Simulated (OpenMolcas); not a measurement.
**Mn3+: moving the ligands**

Mn3+ with 2 ligands (fluoride) in linear coordination (D∞h) at 1.7 Å. Ligand basis ANO-RCC-VDZP.

* Program: OpenMolcas
* Method: CASSCF
* Basis: ANO-RCC-VDZP [5s4p2d1f]
* Scalar Hamiltonian: DKH2, point nucleus
* Active space: 4 electrons in 5 orbitals (3d)
* State averaging: 2S+1 = 5 even, 5 roots; 2S+1 = 3 even, 45 roots; 2S+1 = 1 even, 50 roots
* Spin-orbit coupling: state interaction with AMFI integrals over the reference wave functions

Runs around this geometry, states (labels by Λ). Energies in cm-1 above the lowest state or level, χT in cm3 K/mol.

| R (Å) | Ground state | First state of that spin | First gap with spin-orbit (degeneracies) | χT at 300 K | First state of another spin |
| --- | --- | --- | --- | --- | --- |
| 1.58 | 5Σ | 5Π 10151 | 3.9 (1, 2) | 2.956 | 3Φ 21077 |
| 1.7 | 5Σ | 5Π 9486 | 4.2 (1, 2) | 2.944 | 3Φ 22967 |
| 1.75 | 5Σ | 5Π 9101 | 4.4 (1, 2) | 2.938 | 3Γ 23324 |

Taking the first state of the same spin as R^-n, n = -ln(9101 / 10151) / ln(1.75 / 1.58) = 1.1 between the shortest and longest distance.

Without dynamic correlation the repulsion within the d shell is too large (B by tens of per cent), so at a given field states of lower spin stand too high. Ligand-to-metal charge-transfer states are missing. With no ligand orbital active B as a rule stays too high, so bands that hang on it stand too high and its fall with covalency is understated. The least metal-like active orbital is 74 % on the metal (Löwdin) and no ligand orbital is active, so the numbers are rough (holds for R = 1.58). The least metal-like active orbital is 80 % on the metal (Löwdin) and no ligand orbital is active, so the numbers are rough (holds for R = 1.7). The least metal-like active orbital is 82 % on the metal (Löwdin) and no ligand orbital is active, so the numbers are rough (holds for R = 1.75). No measured value stands beside these numbers; the geometry was imposed, not optimised, and the real ion may take another.
